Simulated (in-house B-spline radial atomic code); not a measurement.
## Ionising the sulfur ion S²⁺ with different functionals

Computed with a radial B-spline atomic code at the basis-set limit: non-relativistic Hamiltonian, point nucleus, spin-polarised at highest spin, spherical fractional occupations for the functionals, and exact exchange of hybrids averaged over the configuration. The ionisation energy is the difference of two self-consistent energies, [Ne] 3s2 3p2 → [Ne] 3s2 3p1, without Breit or QED terms; ε is the level of the shell that loses the electron (its least bound occupied spin orbital).

```csv
method,rung,ΔSCF (eV),-ε(3p) (eV)
PBE0,global hybrid,34.96,30.62
B3LYP,global hybrid,34.90,30.20
TPSSh,global hybrid,35.05,29.79
M06-2X,global hybrid,34.68,32.00
BHandHLYP,global hybrid,34.75,31.94
r2SCAN0,global hybrid,35.10,30.86
B97-1,global hybrid,34.84,30.21
HSE06,range-separated hybrid,34.95,30.19
wB97X,range-separated hybrid,?,?
CAM-B3LYP,range-separated hybrid,?,?
LC-wPBE,range-separated hybrid,35.11,33.74
```

(1) What does wB97X give?

(2) What does CAM-B3LYP give?

(3) Among the functionals, which spreads more, the ΔSCF values or the orbital energies?

(4) How do they compare with the NIST value?

Answers

(1) ΔSCF 34.85 eV, and -ε(3p) = 33.14 eV.

(2) ΔSCF 34.90 eV, and -ε(3p) = 32.00 eV.

(3) The orbital energies: ΔSCF values span about 0.43 eV and the orbital energies 3.95 eV; here energy differences depend much less on the functional than eigenvalues do.

(4) NIST lists 34.86 eV ± 0.04 (semi-empirical, ground level to ground level). Errors run from -0.18 to +0.25 eV; wB97X is closest (-0.01 eV), though others lie within the uncertainty of it, and part of that can be cancellation, since the calculations leave out relativity, Breit-QED terms, multiplet and fine-structure energies.
